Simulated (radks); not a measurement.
Values are calculated unless marked as measured or tabulated.
Problem. Kr3+, configuration [Ar] 3d10 4s2 4p3 (the NIST ground configuration). Level of theory: Dirac Kohn-Sham, BLYP, spin-unpolarised, spherical densities, finite nucleus; open shells fill j = l - 1/2 first; Fermi nuclear charge, rms radius 4.1884 fm (a radial shooting solver on a logarithmic mesh with Libxc functionals).

Spin-orbit splittings of the eigenvalues, e(l+1/2) - e(l-1/2), with zeta = 2 splitting/(2l+1) and mean radii in bohr:

| shell | occ. | splitting (eV) | zeta (eV) | <r> j=l-1/2 | <r> j=l+1/2 |
|---|---|---|---|---|---|
| 2p | 6 | 53.88 | 35.92 | 0.1573 | 0.1613 |
| 3p | 6 | ? | ? | 0.5331 | 0.5435 |
| 3d | 10 | 1.310 | 0.5242 | 0.5515 | 0.5554 |
| 4p | 3 | 0.8982 | 0.5988 | 1.649 | 1.676 |

Estimate the 3p splitting.

Solution. 7.941 eV (zeta = 5.294 eV).
